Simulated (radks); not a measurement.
Values are calculated unless marked as measured or tabulated.
Question: The lead ion Pb14+, configuration [Kr] 4d10 4f14 5p6 6s2 (not the ground configuration). Code: a radial shooting solver on a logarithmic mesh with Libxc functionals. Model: Dirac Kohn-Sham, revPBE, spin-unpolarised, spherical densities, finite nucleus; Fermi nuclear charge, rms radius 5.5012 fm. Some entries of the table are withheld. Estimate them.

| orbital | occ. | eigenvalue (eV) | <r> (bohr) | <r^2> (bohr^2) |
|---|---|---|---|---|
| 1s1/2 | 2 | -88223.95 | 0.01606 | 0.0003575 |
| 2s1/2 | 2 | -16016.21 | 0.06691 | 0.005365 |
| 2p1/2 | 2 | -15399.39 | 0.05487 | 0.003774 |
| 2p3/2 | 4 | -13209.86 | 0.06379 | 0.004955 |
| 3s1/2 | 2 | -4069.064 | 0.1739 | 0.03474 |
| 3p1/2 | 2 | -3789.416 | 0.1643 | 0.03155 |
| 3p3/2 | 4 | -3300.399 | 0.1806 | 0.03788 |
| 3d3/2 | 4 | -2838.986 | 0.1568 | 0.02887 |
| 3d5/2 | 6 | -2734.809 | 0.1618 | 0.03059 |
| 4s1/2 | 2 | -1146.233 | 0.3833 | 0.1659 |
| 4p1/2 | 2 | -1024.722 | 0.3842 | 0.1681 |
| 4p3/2 | 4 | -904.3646 | 0.4181 | 0.1986 |
| 4d3/2 | 4 | (1) | 0.4216 | 0.2051 |
| 4d5/2 | 6 | (2) | 0.4323 | 0.2153 |
| 4f5/2 | 6 | -425.2413 | 0.4394 | 0.2285 |
| 4f7/2 | 8 | -420.0107 | 0.4449 | 0.2341 |
| 5s1/2 | 0 | -413.8437 | 0.8037 | 0.7195 |
| 5p1/2 | 2 | -368.6955 | 0.8384 | 0.7854 |
| 5p3/2 | 4 | -340.1659 | 0.8996 | 0.9033 |
| 5d3/2 | 0 | -270.4520 | 0.9905 | 1.102 |
| 5d5/2 | 0 | -265.5897 | 1.009 | 1.142 |
| 6s1/2 | 2 | -208.1964 | (3) | 2.387 |
| 6p1/2 | 0 | -189.6838 | 1.544 | 2.651 |
| 5f5/2 | 0 | -186.8214 | 1.211 | 1.661 |
| 5f7/2 | 0 | -185.8653 | 1.218 | 1.682 |
| 6p3/2 | 0 | -179.4360 | 1.629 | 2.948 |

Answer: 
(1) 4d3/2 eigenvalue (eV): -705.7537
(2) 4d5/2 eigenvalue (eV): -683.1314
(3) 6s1/2 <r> (bohr): 1.467
